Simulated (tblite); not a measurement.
Isomers of C5H9NO2Si. Computed values, GFN2-xTB/tblite, gas phase, harmonic and unscaled. The method is semi-empirical: single wavenumbers can be off by several per cent or more. Modes of hydrogen on silicon can be 10 to 20 % off. One conformer each.

Electronic energies: GFN2-xTB at the same geometries; isomer energies are rough at this level and their order can be wrong.

| SMILES | electronic energy, lowest = 0 (kJ/mol) |
| --- | --- |
| CNC(=O)C(=O)/C=C/[SiH3] | 57.7 |
| CO[SiH2]/C=C(\C#N)OC | 23.3 |
| CO/C(C#N)=C/O[SiH2]C | 0.0 |
| C=C([SiH2]N)C(=O)CC=O | 84.3 |

How do GFN2-xTB zero-point energies change the relative energies?

```tsv
SMILES	ZPE (kJ/mol)	of it from modes above 1550 cm⁻¹	electronic (kJ/mol)	with ZPE, lowest = 0 (kJ/mol)	lowest mode (cm⁻¹)	rings
CO/C(C#N)=C/O[SiH2]C	338.3	177.2	0.0	0.0	41	0
CO[SiH2]/C=C(\C#N)OC	339.9	175.7	23.3	24.9	19	0
CNC(=O)C(=O)/C=C/[SiH3]	333.7	181.7	57.7	53.1	34	0
C=C([SiH2]N)C(=O)CC=O	337.8	189.4	84.3	83.8	32	0
```

The zero-point energies span 6.2 kJ/mol, from `CNC(=O)C(=O)/C=C/[SiH3]` to `CO[SiH2]/C=C(\C#N)OC`. The order is unchanged.
